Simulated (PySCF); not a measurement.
## Working out the ionisation energy of Re

Re [Xe] 4f14 5d5 6s2 (6S) → Re⁺ [Xe] 4f14 5d5 6s1 (7S). Calculation: PySCF 2.14, in ANO-RCC-VTZP; the spin-free X2C one-electron Hamiltonian (Gaussian nucleus). Frozen: [Xe] 4f14. Energies in hartree (1 hartree = 27.21139 eV):

```tsv
part	Re (lower)	Re⁺ (upper)
UHF	-16687.644967	-16687.426362
MP2 opposite-spin	-0.045975	0.000000
MP2 same-spin	-0.067892	-0.067956
```

Q: What does Hartree-Fock give?

A: (-16687.426362) − (-16687.644967) = 0.218605 hartree = 5.949 eV.

Q: What do MP2 and SCS-MP2 (6/5 opposite-spin, 1/3 same-spin) give?

A: The opposite-spin parts differ by 1.251 eV and the same-spin parts by -0.002 eV. MP2: 5.949 + (1.251) + (-0.002) = 7.198 eV. SCS-MP2: 5.949 + 1.2 × (1.251) + (-0.002)/3 = 7.450 eV.

Measured between the centres of the two terms (NIST): 7.834 eV, so MP2 (valence) is off by -0.636 eV.

What remains against the reference includes basis incompleteness, the frozen core and correlation beyond second order.
